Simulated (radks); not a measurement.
Task: Cs, configuration [Xe] 7d1 (not the ground configuration). Calculated with a radial shooting solver on a logarithmic mesh with Libxc functionals: Dirac Kohn-Sham, PBE, spin-unpolarised, spherical densities, point nucleus; open shells fill j = l - 1/2 first. Some entries of the table are withheld. Estimate them.

| orbital | occ. | eigenvalue (Ry) | <r> (bohr) |
|---|---|---|---|
| 1s1/2 | 2 | -2629.464 | 0.02611 |
| 2s1/2 | 2 | -412.5368 | 0.1117 |
| 2p1/2 | 2 | -388.0995 | 0.09403 |
| 2p3/2 | 4 | -362.2077 | 0.09992 |
| 3s1/2 | 2 | (1) | 0.2987 |
| 3p1/2 | 2 | -75.78354 | 0.2887 |
| 3p3/2 | 4 | -70.82167 | 0.3005 |
| 3d3/2 | 4 | -52.90238 | 0.2714 |
| 3d5/2 | 6 | -51.84905 | 0.2751 |
| 4s1/2 | 2 | -16.45227 | 0.6947 |
| 4p1/2 | 2 | -12.79134 | 0.7206 |
| 4p3/2 | 4 | -11.77933 | 0.7481 |
| 4d3/2 | 4 | (2) | (3) |
| 4d5/2 | 6 | (4) | (5) |
| 5s1/2 | 2 | -2.23913 | (6) |
| 5p1/2 | 2 | (7) | 2.010 |
| 5p3/2 | 4 | (8) | 2.103 |
| 7d3/2 | 1 | -0.03621 | 24.28 |
| 7d5/2 | 0 | -0.03595 | 24.20 |

Result: 
(1) 3s1/2 eigenvalue (Ry): -85.98696
(2) 4d3/2 eigenvalue (Ry): -5.82927
(3) 4d3/2 <r> (bohr): 0.8307
(4) 4d5/2 eigenvalue (Ry): -5.66135
(5) 4d5/2 <r> (bohr): 0.8411
(6) 5s1/2 <r> (bohr): 1.740
(7) 5p1/2 eigenvalue (Ry): -1.35035
(8) 5p3/2 eigenvalue (Ry): -1.22939
